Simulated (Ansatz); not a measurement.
`O[Si](F)([SiH3])S` + SiH₄ → `O[Si]([SiH3])([SiH3])S` + H–F  (formal exchange of groups at the Si–F bond)

Calculated with Ansatz (gas phase, PBE0-D4/def2-TZVP geometries, no zero-point term in ΔE). CBS: MP2 limit from def2 TZ/QZ plus the TZ coupled-cluster correction, frozen cores. This one scheme is used for every species. DFT in def2-TZVPP. One conformer a species, not always the lowest.

Question: Is it downhill or uphill in electronic energy at CCSD(T)/CBS, and by how much? (Estimate.)

Answer: The calculation gave: Uphill: ΔE = +147.5 kJ/mol.

Question: What do these levels give: PBE, r2SCAN, HF/def2-TZVPP, CCSD/def2-TZVPP, SCS-MP2/def2-QZVPP, MP2/CBS(def2)? (An estimate is asked.)

Answer: Ansatz gave: PBE 135.1, r2SCAN 153.1, HF/def2-TZVPP 186.2, CCSD/def2-TZVPP 155.8, SCS-MP2/def2-QZVPP 159.1, MP2/CBS(def2) 149.0 kJ/mol.

Largest T1 diagnostic among the species: 0.013.

The D4 term adds −12.0 kJ/mol with B3LYP and −7.0 kJ/mol with PBE0; it sums over pairs of atoms, weighted by their polarisabilities, and B3LYP, whose exchange is more repulsive, gets the larger term. In def2-TZVPP, CCSD(T) changes the Hartree–Fock value by −35.8 kJ/mol (the triples alone add −5.3 kJ/mol) and MP2 by −34.3 kJ/mol.

B3LYP here is the variant with VWN-RPA as its local correlation; programs differ in this.
